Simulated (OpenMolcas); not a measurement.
# Ionisation energies of scandium

- Program: OpenMolcas 26.06
- Basis: ANO-RCC-VQZP [7s6p4d3f2g1h]
- Scalar Hamiltonian: DKH2, point nucleus
- Spin-orbit coupling: state interaction with AMFI integrals over the reference wave functions, term energies averaged over their components

Active shells in each charge state: the valence d shell, with orbitals averaged over the low states. Where CASPT2's correlated closed shells are named, they are those of the first ion.

A. CASSCF
B. SS-CASPT2, IPEA 0.25 Eh, imaginary shift 0.1 Eh (closed shells correlated: 3s 3p)
C. SS-CASPT2, IPEA 0.25 Eh, imaginary shift 0.1 Eh (closed shells correlated: none)
D. SS-CASPT2, IPEA 0 Eh, imaginary shift 0.1 Eh (closed shells correlated: 3s 3p)
E. SS-CASPT2, IPEA 0.25 Eh, imaginary shift 0.1 Eh (closed shells correlated: 2s 2p 3s 3p)

Energies in eV between the lowest computed levels, named as in B; reference values from the NIST Atomic Spectra Database with their kind.

```
          From            To       A       B       C       D       E  Spin-orbit share in B          Reference
Sc2+ 3d 2D 3/2  Sc3+ 3p6 1S0  23.755  24.644  23.755  24.714  24.671                 +0.015  24.757 (measured)
```

Error against the reference values, in %:

```json
{"From": "Sc2+", "Reference": "measured", "A": "-4.0", "B": "-0.5", "C": "-4.0", "D": "-0.2", "E": "-0.3"}
```

Absolute error against the one measured value: A 1.00 eV, B 0.11 eV, C 1.00 eV, D 0.04 eV, E 0.09 eV. D lies closest.

The lowest level within the active space need not be the ion's true ground level.
